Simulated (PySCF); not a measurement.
## Substituent effects on chemical shifts

Parent skeleton `[CH2:1]=[N:2][SiH3:3]`; one hydrogen on atom 1 is replaced by X. Hydrogens on one atom are averaged.

- GFN2-xTB geometry
- shielding tensors at PBE0/pcSseg-1 (GIAO)
- run in PySCF 2.14
- one computed conformer, rapidly exchanging positions averaged, isolated molecule, non-relativistic

References, each an isolated molecule treated in the same way: $^{13}$C (186.93 ppm) and $^{29}$Si (349.16 ppm) and $^{1}$H (31.72 ppm) against TMS; $^{15}$N (267.73 ppm) vs NH3.

Parent (X = H): C1 172.0, N2 419.7, Si3 -58.0, H(C1) 8.73, H(Si3) 5.01 ppm. Effects are Δδ = δ(X) − δ(H), positive for deshielding.

Q: Give Δδ (ppm) for X = CH3, cPr, SCH3, nPr, OCOCH3, CF3.

A: 
```csv
X,SMILES,C1,N2,Si3,H(C1),H(Si3)
CH3,C/C=N\[SiH3],+6.3,-48.2,-17.3,+0.02,+0.06
cPr,[SiH3]/N=C/C1CC1,+11.4,-62.9,-2.8,-1.01,-0.06
SCH3,CS/C=N/[SiH3],+4.7,-98.4,-9.2,+0.36,+0.07
nPr,CCC/C=N/[SiH3],+13.1,-43.3,-3.4,-0.08,-0.05
OCOCH3,CC(=O)O/C=N/[SiH3],-20.8,-128.7,-5.2,-0.96,-0.06
CF3,FC(F)(F)/C=N/[SiH3],-9.6,-17.1,+3.6,-0.43,+0.09
```

Q: Which position responds most, and to which substituents?

A: N2: from -128.7 ppm with OCOCH3 to -17.1 ppm with CF3.

Experimental scales use liquid or dissolved standards, which lie at an offset from isolated NH3 (liquid NH3: subtract about 20 ppm). Unscaled 15N shifts of sp2 nitrogen come out 20 to 40 ppm too high even then.
